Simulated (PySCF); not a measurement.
# Molecular orbitals of CaSn⁻

LC-ωPBE at R = 3.168 Å; basis Ca def2-SVPD, Sn def2-SVPD with ECP28; scalar-relativistic core potentials; PySCF 2.14. State: ⁴Σ⁻ (quartet), unpaired electrons σ ↑, π ↑↑. Only the outer orbitals are listed, counted within each symmetry, core potentials removing the inner ones.

```json
{"spin": "α", "orbital": "9σ", "occ.": "1", "ε (eV)": "-11.25", "on Ca (%)": "7", "main shells (%)": "93 Sn s"}
{"spin": "α", "orbital": "10σ", "occ.": "1", "ε (eV)": "-3.88", "on Ca (%)": "33", "main shells (%)": "65 Sn p, 27 Ca s"}
{"spin": "α", "orbital": "5π", "occ.": "1", "ε (eV)": "-2.99", "on Ca (%)": "11", "main shells (%)": "89 Sn p"}
{"spin": "α", "orbital": "5π", "occ.": "1", "ε (eV)": "-2.99", "on Ca (%)": "11", "main shells (%)": "89 Sn p"}
{"spin": "α", "orbital": "11σ", "occ.": "1", "ε (eV)": "-1.57", "on Ca (%)": "85", "main shells (%)": "51 Ca s, 33 Ca p, 10 Sn p"}
{"spin": "α", "orbital": "6π", "occ.": "0", "ε (eV)": "3.47", "on Ca (%)": "99", "main shells (%)": "96 Ca p"}
{"spin": "α", "orbital": "6π", "occ.": "0", "ε (eV)": "3.47", "on Ca (%)": "99", "main shells (%)": "96 Ca p"}
{"spin": "β", "orbital": "9σ", "occ.": "1", "ε (eV)": "-8.33", "on Ca (%)": "9", "main shells (%)": "91 Sn s"}
{"spin": "β", "orbital": "10σ", "occ.": "1", "ε (eV)": "-1.91", "on Ca (%)": "93", "main shells (%)": "92 Ca s"}
{"spin": "β", "orbital": "5π", "occ.": "0", "ε (eV)": "3.21", "on Ca (%)": "96", "main shells (%)": "95 Ca p"}
{"spin": "β", "orbital": "5π", "occ.": "0", "ε (eV)": "3.21", "on Ca (%)": "96", "main shells (%)": "95 Ca p"}
{"spin": "β", "orbital": "11σ", "occ.": "0", "ε (eV)": "3.29", "on Ca (%)": "66", "main shells (%)": "62 Ca p, 23 Sn p, 9 Sn s"}
```

Q: Which are the highest filled and the lowest empty level, where do they sit, and how wide is the gap?

A: Highest filled α 11σ at -1.57 eV (in %: 51 Ca s, 33 Ca p, 10 Sn p); lowest empty β 5π at 3.21 eV (in %: 95 Ca p); the gap at LC-ωPBE is 4.78 eV. An empty level above zero is unbound, and its energy depends on the basis.

```
bond order (Mayer)                                                                                                 : 0.97
⟨S²⟩                                                                                                               : 3.792
charge on Ca (Mulliken, basis-dependent)                                                                           : -0.47
charge on Ca (Löwdin, basis-dependent)                                                                             : -0.46
dipole moment (positive dipole points towards Sn; it is taken about the centre of mass and depends on that origin) : 6.07 D
```

Spin–orbit coupling is left out. The state was picked by a PBE0 search and need not be the measured ground state.
